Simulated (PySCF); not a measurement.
Electron correlation in Ne (neon, neutral)

[Ne], closed-shell 1S. Calculation: PySCF 2.14, in pcseg-2; no relativity, point nucleus. Frozen: 1s2; 8 electrons correlated.

MP2 pair energies summed by pair of shells (mhartree):

```
 pair   energy  share (%)
2p-2p  -183.20       73.6
2s-2p   -57.29       23.0
2s-2s    -8.59        3.4
```

Total MP2 correlation energy: -249.08 mhartree.

Same-spin part -66.17 and opposite-spin part -182.91 mhartree; SCS-MP2 scales them by 1/3 and 6/5 to -241.55 mhartree.

| level | correlation energy (mhartree) |
| --- | --- |
| CCSD | -251.90 |
| (T) | -4.01 |
| CCSD(T) | -255.91 |

Diagnostics: T1 = 0.0077, D1 = 0.0119, largest double amplitude 0.029.

Cost of the coupled-cluster step: 0.12 s of wall time on 1 thread of Neoverse-V1 (shared host), for 8 correlated electrons.
